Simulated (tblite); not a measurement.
C2H6GeNO (doublet state).
Numbering: `[CH3:1][C:2](=[O:3])[NH:4][GeH2:5]` (hydrogens: H6, H7, H8 on C1; H9 on N4; H10, H11 on Ge5)
Bond orders are those of one Lewis drawing.

Computed with GFN2-xTB (tblite), gas phase: L-BFGS steps from a force-field or distance-geometry start until the largest atomic force falls under 0.01 eV/Å.

Step 29: E = -441.8916 eV
```
atom  x, y, z in Å  |  force x, y, z in eV/Å
C1     -1.7645    0.2927    0.4177   -0.030   0.032   0.011
C2     -0.3503    0.3402   -0.0821    0.060  -0.133   0.012
O3      0.0776    1.2297   -0.8156   -0.026  -0.019  -0.051
N4      0.4943   -0.6356    0.2465    0.079  -0.055  -0.008
Ge5     2.1344   -0.1731   -0.6299   -0.020   0.061   0.029
H6     -2.2999   -0.4944   -0.1107   -0.016   0.018  -0.035
H7     -2.2366    1.2474    0.2204   -0.126   0.059   0.005
H8     -1.7986    0.0710    1.4809    0.037   0.022   0.042
H9      0.1842   -1.4119    0.8123   -0.014   0.019  -0.026
H10     2.5898    0.9843    0.3283    0.066  -0.030   0.025
H11     2.9749   -1.4477   -0.1087   -0.010   0.026  -0.003
```

Step 30: E = -441.8933 eV
```
atom  x, y, z in Å  |  force x, y, z in eV/Å
C1     -1.7642    0.2961    0.4175   -0.031   0.008   0.023
C2     -0.3503    0.3315   -0.0813    0.055  -0.105   0.003
O3      0.0744    1.2191   -0.8185    0.034   0.026  -0.100
N4      0.4957   -0.6426    0.2473    0.016  -0.038  -0.003
Ge5     2.1319   -0.1688   -0.6323   -0.001   0.080   0.048
H6     -2.3018   -0.4895   -0.1096   -0.042   0.003  -0.039
H7     -2.2323    1.2532    0.2177   -0.098   0.033   0.007
H8     -1.7973    0.0765    1.4801    0.017   0.017   0.074
H9      0.1835   -1.4156    0.8160    0.001  -0.001  -0.016
H10     2.5834    0.9823    0.3394    0.059  -0.035   0.006
H11     2.9823   -1.4396   -0.1173   -0.011   0.013  -0.005
```

Task: Estimate the geometry and energy of step 31. (The exact step hangs on the optimiser's Hessian estimate; all steps are aligned on step 30, rigid shifts and turns removed.)

Result: E = -441.8945 eV, largest force 0.123 eV/Å
```
atom  x, y, z in Å  |  force x, y, z in eV/Å
C1     -1.7644    0.2986    0.4177   -0.019  -0.011   0.025
C2     -0.3496    0.3244   -0.0812    0.018  -0.037  -0.016
O3      0.0723    1.2113   -0.8220    0.068   0.016  -0.101
N4      0.4974   -0.6480    0.2478   -0.042  -0.011  -0.001
Ge5     2.1301   -0.1643   -0.6330    0.024   0.076   0.044
H6     -2.3037   -0.4860   -0.1096   -0.049   0.006  -0.023
H7     -2.2313    1.2577    0.2160   -0.053  -0.012   0.015
H8     -1.7959    0.0807    1.4810   -0.001   0.017   0.066
H9      0.1829   -1.4182    0.8181    0.012  -0.023  -0.003
H10     2.5808    0.9798    0.3474    0.054  -0.027   0.004
H11     2.9870   -1.4333   -0.1231   -0.011   0.005  -0.008
```

The energy changes by -0.0012 eV. The first-order estimate −F·Δx gives -0.0018 eV and the mean of the old and new forces, exact on a quadratic surface, -0.0012 eV. The step makes an angle of 71° with the force vector and moves no atom by more than 0.010 Å.

What follows is the cost of the whole relaxation. Hardware: one thread, Arm Neoverse N1 (aarch64), shared host with 64 logical CPUs at a one-minute load of 32. Cost: 0.33 s of wall time.
